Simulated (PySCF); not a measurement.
Si(Cl)(OH)(SH)2 (ClH3OS2Si), SMILES O[Si](S)(S)Cl.

Geometry: B3LYP-D3(BJ)/def2-SVP. This is a generated structure with no PubChem entry under its InChIKey; it may be hypothetical. One conformer was computed; it need not be the lowest.

Two levels are set side by side: TDDFT-PBE/def2-SVPD (PySCF) and TDDFT-PBE0/def2-SVPD (PySCF). Vertical, same geometry. The lowest singlet is HOMO→LUMO 98 % with PBE and HOMO→LUMO 44 %, HOMO→LUMO+1 41 % with the other functional; states are paired by order. Differences are taken from unrounded values.

| quantity | TDDFT-PBE0 |
|---|---|
| lowest singlet excitation (eV) | 6.20 |
| lowest triplet excitation (TDA) (eV) | 5.76 |

Q: What does TDDFT-PBE give, and how far is it from TDDFT-PBE0? (An estimate is asked for; the answer gives what the named calculation found.)

A: 
| quantity | TDDFT-PBE | TDDFT-PBE minus TDDFT-PBE0 |
|---|---|---|
| lowest singlet excitation (eV) | 5.55 | -0.65 |
| lowest triplet excitation (TDA) (eV) | 5.27 | -0.50 |

Functionals without exact exchange tend to place singlet excitations lower, as here. Differences between two approximate levels are no errors against the true value.

Rough cost on one machine, each run with all the roots and properties that it gave: TDDFT-PBE0 against TDDFT-PBE about 4 times.
